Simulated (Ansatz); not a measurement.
Ansatz results at the PBE0-D4/def2-TZVP geometry: HOMO–LUMO gap (PBE/def2-TZVPP) 5.22 eV; LUMO energy (ωB97M-V/def2-TZVPP) 2.21 eV; size of the dipole moment (ωB97M-V/def2-TZVPP) 1.39 D.

Each molecule was computed in one conformer, which needn't be the lowest.

Question: Which molecule gave them?
A. `CC(C)(F)C=O`
B. `B[C@@H](F)[C@H](O)F`
C. `C/C(=C/F)CO`
D. `C=C(F)C(C)O`

Answer: C. The others give `C=C(F)C(C)O`: 5.59, 2.34, 1.36; `B[C@@H](F)[C@H](O)F`: 4.64, 0.24, 2.35; `CC(C)(F)C=O`: 3.77, 1.18, 1.37.
